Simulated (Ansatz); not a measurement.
ClIn, charge -1, doublet, geometry from GFN2-xTB (such geometries of metal compounds can be far from the true shape) (a state made from the parent by changing its charge; the spin is typed, not shown lowest) (core potentials on In) (a gas-phase anion, which may not be bound at this level); PBE0/def2-SV(P) (Ansatz, an electronic-structure program).

Input for Ansatz:
Ansatz 0.2 input:
```yaml
crystal:
  periodic: [false, false, false]
  atoms:
    - {symbol: In, position_ang: [-0.00000000, -0.00000000, -0.68950739]}
    - {symbol: Cl, position_ang: [0.00000000, 0.00000000, 1.98740366]}
basis:
  gaussian:
    orbitals: def2-SV_P_.json
hamiltonian:
  xc: pbe0
total_charge: -1
magnetization: {spin_polarized: true, initial_magnetization: 1}
scf: {lower_state_search: off}
```
The basis file holds def2-SV(P) in the JSON format of the Basis Set Exchange.

Task: What does Ansatz print? Leave out banner, timings and long lists.

Result: 
```
Functional definition: PBE0
these checks for a lower state are left out or cut short: stability, starts, cluster_reference, orbital_swaps, neighbouring_geometries, increment
497 factors; integrals over basis functions are off by at most 3.1e-4 eV
mean field evaluation 1: about -17688.2429 eV, gradient 1.7e1 eV
mean field evaluation 2: about -17688.3405 eV, gradient 1.9e1 eV
mean field evaluation 4: about -17690.5204 eV, gradient 3.7e-1 eV
mean field evaluation 8: about -17690.5360 eV, gradient 5.0e-2 eV
mean field evaluation 16: about -17690.5360 eV, gradient 4.2e-5 eV
mean field -17690.53599739 eV, -650.1152068282 hartree, gradient 6.5e-6 eV, S^2 0.752723; 0 other end points of the search recorded, 0 dependent functions left out
reference -17690.53601994 eV, -650.1152076569 hartree; 20, 19 occupied and 24, 25 virtual orbitals, 497 factors
Total energy: -17690.53601994 eV, -650.1152076569 hartree
Checks for a lower state left out: stability, starts, cluster_reference, orbital_swaps, neighbouring_geometries, increment
```
